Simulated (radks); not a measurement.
Question: Radial electron density D(r) = 4 pi r^2 rho(r) of an atom or ion with 15 electrons. Calculated with a radial shooting solver on a logarithmic mesh with Libxc functionals: scalar-relativistic Kohn-Sham, r2SCAN, spin-polarised, spherical densities, finite nucleus; meta-GGA in the generalised Kohn-Sham scheme; Fermi nuclear charge, rms radius of each element as measured or else 0.836 A^(1/3) + 0.57 fm.

```
   r/bohr * D(r) (the largest magnitude, 18.4, reaches the edge; | marks zero)
 0.003128 |*
 0.003526 |*
 0.003976 |*
 0.004519 | *
 0.005095 | *
 0.005745 |  *
 0.006477 |   *
 0.007303 |   *
 0.008234 |    *
 0.009358 |      *
  0.01055 |       *
   0.0119 |         *
  0.01341 |           *
  0.01512 |             *
  0.01705 |                *
  0.01938 |                    *
  0.02185 |                       *
  0.02464 |                           *
  0.02778 |                               *
  0.03132 |                                    *
  0.03531 |                                        *
  0.04014 |                                             *
  0.04525 |                                                *
  0.05102 |                                                   *
  0.05753 |                                                     *
  0.06486 |                                                      *
  0.07372 |                                                     *
  0.08312 |                                                   *
  0.09371 |                                                *
   0.1057 |                                             *
   0.1191 |                                         *
   0.1343 |                                     *
   0.1527 |                                   *
   0.1721 |                                   *
   0.1941 |                                     *
   0.2188 |                                        *
   0.2467 |                                             *
   0.2782 |                                                 *
   0.3162 |                                                    *
   0.3565 |                                                    *
   0.4019 |                                                 *
   0.4532 |                                            *
   0.5109 |                                    *
   0.5807 |                            *
   0.6547 |                    *
   0.7382 |              *
   0.8323 |          *
   0.9385 |        *
    1.058 |        *
    1.203 |        *
    1.356 |         *
    1.529 |         *
    1.724 |        *
    1.944 |       *
    2.191 |     *
    2.491 |   *
    2.808 | *
    3.166 |*
     3.57 |*
    4.025 *
    4.538 *
    5.158 *
    5.815 *
    6.557 *
```

What is the nuclear charge?

Answer: Z = 16. The innermost maximum, from 1s, lies near gamma/Z bohr with gamma = sqrt(1 - (Z/c)^2) = 0.993, here 0.0621 bohr (found: 0.0654), and its height grows with Z. The density is that of the sulfur ion S+ in [Ne] 3s2 3p3; the configuration itself is not fixed sharply by these data, and Z only to about a unit. D(r) has 3 maxima, at r = 0.0654, 0.340, 1.43 bohr, and minima at 0.164, 1.01 bohr, inside which lie 2.19, 10.34 electrons.
